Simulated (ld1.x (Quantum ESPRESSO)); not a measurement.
**Co, RRKJ: configuration errors across variants**

```json
{
 "Element": "cobalt (Co)",
 "Generator": "ld1.x (Quantum ESPRESSO) 7.5",
 "Type": "norm-conserving RRKJ (Kleinman–Bylander form)",
 "Functional": "PBEsol",
 "Relativity": "scalar-relativistic",
 "Frozen core": "[Ar]",
 "Valence charge": "9",
 "Reference configuration": "3d7 4s2 4p0",
 "Partial waves": "4p (bound, empty): rc 3.40 bohr; 3d (bound): rc 0.80 bohr; 4s (bound): rc 1.95 bohr",
 "Local potential": "the s channel",
 "Core correction": "none"
}
```

All-electron excitation energies from the reference (eV): (1) 3d7 4s1 4p0 9.045; (2) 3d7 4s0 4p0 25.742; (3) 3d6 4s0 4p0 61.579; (4) 3d7 4s0 4p2 9.016; (5) 3d5 4s0 4p0 116.893; (6) 3d8 4s1 4p0 -1.214; (7) 3d6 4s2 4p0 15.211.

Tests that are not counted but printed errors over 1 eV. “type ultrasoft; waves now 4s (bound): rcut 1.70, rcutus 1.95 bohr; 4s channel at 0.3 Ry: rcut 1.70, rcutus 1.95 bohr; 4p (bound): rcut 2.95, rcutus 3.40 bohr; 4p channel at 0.35 Ry: rcut 2.95, rcutus 3.40 bohr; 3d (bound): rcut 0.70, rcutus 0.80 bohr; 3d channel at 1.35 Ry: rcut 0.70, rcutus 0.80 bohr; local potential all-electron potential smoothed inside 2.25 bohr (lloc = -1); augmentation built from norm-conserving waves at rcut, not smoothed further”: 3d8 4s1 4p0 (solver errors, printed error -783 eV).

5 further variants failed, have other tests or another functional or relativity, and are left out.

Errors AE − PS in meV (a dash: test not solved or not reliable):

```tsv
change	(1)	(2)	(3)	(4)	(5)	(6)	(7)	bound ghosts
base	-6.1	-4.5	-260	-3.2	-1779	-260	-390	none
all radii scaled by about 1.39 (s 2.72, p 4.72, d 1.12 bohr)	-3.3	-8.3	-427	+4.0	-2046	-212	-270	none
wave 4s (bound): rc 1.95 bohr becomes 4s (bound): rc 2.72 bohr	-4.3	-15	-443	-17	-2231	-229	-307	none
type ultrasoft; waves now 4s (bound): rcut 1.70, rcutus 1.95 bohr; 4s channel at 0.3 Ry: rcut 1.70, rcutus 1.95 bohr; 4p (bound): rcut 2.95, rcutus 3.40 bohr; 4p channel at 0.35 Ry: rcut 2.95, rcutus 3.40 bohr; 3d (bound): rcut 0.70, rcutus 0.80 bohr; 3d channel at 1.35 Ry: rcut 0.70, rcutus 0.80 bohr; local potential all-electron potential smoothed inside 2.25 bohr (lloc = -1); augmentation built from norm-conserving waves at rcut, not smoothed further	-4.9	+6.8	+62	+6.8	-416	–	-152	none
core correction a·sin(br)/r model core inside 0.84 bohr	-9.8	-62	-473	-15	-2465	-282	-441	none
wave 3d (bound): rc 0.80 bohr becomes 3d (bound): rc 0.94 bohr	-5.8	-2.7	-256	-2.8	-1728	-255	-380	none
```

Question: Give the same row for: wave 4p (bound): rc 3.40 bohr becomes 4p (bound): rc 4.86 bohr.

Answer: -6.1, -4.5, -260, +16, -1779, -260, -390; bound ghosts: none.
